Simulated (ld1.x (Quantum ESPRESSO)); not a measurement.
**Configuration tests for Be (Z = 4) (TM)**

- Element: beryllium (Be)
- Generator: ld1.x (Quantum ESPRESSO) 7.5
- Type: norm-conserving Troullier–Martins (Kleinman–Bylander form)
- Functional: LDA (PZ)
- Relativity: scalar-relativistic
- Frozen core: none
- Valence charge: 4
- Reference configuration: 1s2 2s1.75 2p0 (charge +0.25)
- Partial waves: 1s (bound): rc 0.50 bohr; 2p (bound, empty): rc 3.55 bohr
- Local potential: the p channel
- Core correction: none

Occupied shells without a wave of their own: 2s. They enter only through the test configuration that unscreens the potential.

Energies are relative to the spin-unpolarised reference configuration 1s2 2s1.75 2p0; without spin polarisation the order of configurations can differ from experiment. Spin-polarised rows fill each open shell by Hund’s rule, majority spin first. Not all tests gave a result: 1 of 9 tests not solved or not reliable.

```
valence configuration  charge  ΔE all-electron (eV)  error AE − PS (meV)
          1s2 2s2 2p0       0                -1.634                 +191
          1s2 2s1 2p0      +1                 7.885                 -770
          1s2 2s0 2p0      +2                25.664                -2120
          1s2 2s1 2p1       0                 1.885                 -601
        1s2 2s1.5 2p0    +0.5                 2.117                 -225
          1s2 2s0 2p2       0                 5.437                -1460
```

**Question.** What are ΔE and the potential's error for 1s2 2s1.75 2p0 (spin-polarised)?

**Answer.** ΔE = -0.018 eV all-electron; the error (AE − PS) is +1.6 meV.

**Question.** What are ΔE and the potential's error for 1s1 2s2 2p0?

**Answer.** ΔE = 125.086 eV all-electron; the error (AE − PS) is -568 meV.

Levels in the configuration 1s2 2s1.75 2p0 (spin-polarised):

```tsv
level	all-electron (eV)	pseudo (eV)
1s up	-107.533	-107.529
2s up	-7.621	-8.468
1s down	-107.435	-107.444
2s down	-7.337	-8.157
```

The 2s level has no wave, so the channel is fitted at the deeper level alone: the likely source of the large errors.

The potential misses its own reference levels by up to 0.8 eV.
